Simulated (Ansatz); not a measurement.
Consider the isomerisation: `CCCCCCN` → `CC(C)NC(C)C`.

Gas-phase electronic energies from Ansatz, PBE0-D4/def2-TZVP geometries. CCSD(T)/CBS is the MP2 limit (def2-TZVPP, def2-QZVPP) plus CCSD(T) − MP2 in def2-TZVPP, frozen cores. Functionals use def2-TZVPP. Each species was taken in one conformer, which may not be the lowest.

| level | ΔE (kJ/mol) | difference from CCSD(T)/CBS |
| --- | --- | --- |
| LDA (SPW92) | -7.1 | -6.7 |
| PBE-D4 | 0.6 | 1.0 |
| revPBE-D4 | -2.2 | -1.8 |
| PBE0-D4 | 1.8 | 2.2 |
| B2PLYP | 2.0 | 2.4 |
| PBE-QIDH | 1.7 | 2.1 |
| PBE0 | 5.5 | 5.9 |
| r2SCANh | 0.0 | 0.4 |
| CCSD/def2-TZVPP | 1.3 | 1.7 |
| HF/def2-QZVPP | 8.4 | 8.8 |
| CCSD(T)/CBS | -0.4 | 0 |

Largest T1 diagnostic among the species: 0.009.

In def2-TZVPP, CCSD(T) changes the Hartree–Fock value by −9.5 kJ/mol (the triples alone add −2.4 kJ/mol) and MP2 by −11.3 kJ/mol. At CCSD(T), def2-SVP lies −5.4 kJ/mol from the extrapolated value and def2-TZVPP −0.7 kJ/mol. The D4 term adds −6.5 kJ/mol with B3LYP and −3.7 kJ/mol with PBE0; it sums over pairs of atoms, weighted by their polarisabilities, and B3LYP, whose exchange is more repulsive, gets the larger term.

CCSD(T)/CBS has its own doubt, a few kJ/mol and more with outer-core shells, so smaller differences from it don't rank the levels.

B3LYP here is the variant with VWN-RPA as its local correlation; programs differ in this.
